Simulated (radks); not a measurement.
Values are calculated unless marked as measured or tabulated.
Orbital eigenvalues (eV) of the technetium ion Tc3+, [Kr] 4d4, at several levels of relativity; Dirac values are averaged over j with weights 2j + 1. Spin-unpolarised spherical Kohn-Sham, LDA (Slater exchange, Perdew-Wang correlation), point nucleus unless stated (finite: rms radius 4.4112 fm), a radial shooting solver on a logarithmic mesh with Libxc functionals. A level marked "c x" has the speed of light scaled by that factor and shares open shells by 2j + 1; other Dirac levels either fill j = l - 1/2 first or share by 2j + 1.

1s: non-rel. -20324; scalar-rel. -20872; Dirac, 2j+1 shares, finite nucleus -20860; Dirac, c x 10 -20329; change of magnitude, last against first (%) +0.03
2s: non-rel. -2876.4; scalar-rel. -3005.2; Dirac, 2j+1 shares, finite nucleus -3003.0; Dirac, c x 10 -2877.6; change of magnitude, last against first (%) +0.04
2p: non-rel. -2659.9; scalar-rel. -2694.8; Dirac, 2j+1 shares, finite nucleus -2694.8; Dirac, c x 10 -2660.2; change of magnitude, last against first (%) +0.01
3s: non-rel. -524.32; scalar-rel. -548.44; Dirac, 2j+1 shares, finite nucleus -548.09; Dirac, c x 10 -524.55; change of magnitude, last against first (%) +0.04
3p: non-rel. -440.14; scalar-rel. -446.57; Dirac, 2j+1 shares, finite nucleus -446.64; Dirac, c x 10 -440.21; change of magnitude, last against first (%) +0.01
3d: non-rel. -285.00; scalar-rel. -281.17; Dirac, 2j+1 shares, finite nucleus -280.97; Dirac, c x 10 -284.96; change of magnitude, last against first (%) -0.01
4s: non-rel. -99.535; scalar-rel. -103.74; Dirac, 2j+1 shares, finite nucleus -103.69; Dirac, c x 10 -99.574; change of magnitude, last against first (%) +0.04
4p: non-rel. -74.608; scalar-rel. -75.496; Dirac, 2j+1 shares, finite nucleus -75.524; Dirac, c x 10 -74.616; change of magnitude, last against first (%) +0.01
4d: non-rel. -35.795; scalar-rel. -35.366; Dirac, 2j+1 shares, finite nucleus -35.360; Dirac, c x 10 -35.791; change of magnitude, last against first (%) -0.01
